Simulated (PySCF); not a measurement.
Adding and removing an electron: BiH

UHF-SCS-MP2; basis Bi def2-TZVP with ECP60, H def2-TZVP; scalar-relativistic core potentials; PySCF 2.14. Neutral (UHF): triplet (π ↑↑), Re = 1.787 Å, ωe = 1857 cm⁻¹, De = 2.08 eV.

BiH⁺ (UHF): doublet (π ↑), Re = 1.777 Å, ωe = 1932 cm⁻¹. The energies at the minima are -214.49111 hartree for BiH and -214.18427 for BiH⁺.

Work out the adiabatic ionisation energy, without and with harmonic zero-point energies (1 hartree = 27.2114 eV, 1 eV = 8065.5 cm⁻¹), and the change of the bond length.

At UHF-SCS-MP2: 0.30684 hartree = 8.350 eV between the minima; the zero-point term (1932.0 − 1857.0)/2 cm⁻¹ = +0.005 eV makes it 8.354 eV. Re changes by -1.0 pm against the neutral. The electron leaves a π orbital, which is non-bonding in a hydride.

Correlated steps freeze 4 core orbitals. These are scalar-relativistic numbers at best; spin–orbit coupling would shift them, the dissociation energy most. States were picked by a PBE0 search and need not be the measured ground states.
